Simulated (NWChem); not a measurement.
# CH6SeSi; SMILES C[Se][SiH3]

```xyz
9

Se    -0.4766     0.5389     0.0051
C      1.3197     1.3182     0.0018
H      1.1850     2.4078     0.0137
H      1.8667     1.0326    -0.9062
H      1.8780     1.0147     0.8970
Si     0.1603    -1.6467    -0.0086
H      0.9763    -1.9864     1.1978
H      0.9700    -1.9729    -1.2229
H     -1.0995    -2.4452    -0.0097
```
Atoms are numbered in this order, from 1.

Program: NWChem. Pople sets run with spherical d functions. Structure relaxed at the PBE0/def2-SVP level. GIAO values for the isolated, static molecule; σ is the absolute isotropic shielding, δ = σ(reference) − σ with the isolated reference molecule computed at the same levels (13C: tetramethylsilane, 1H: tetramethylsilane, 29Si: tetramethylsilane). Spin-orbit effects, on the heavy nuclei and on their neighbours, are missing.

For level B3LYP/6-311G**:

| Property | Value |
|---|---|
| δ Si6 (ppm) | -47.9 |

Problem. What are these values for level PBE/pcSseg-1?

Solution. The δ Si6 (ppm) comes out as -52.4.
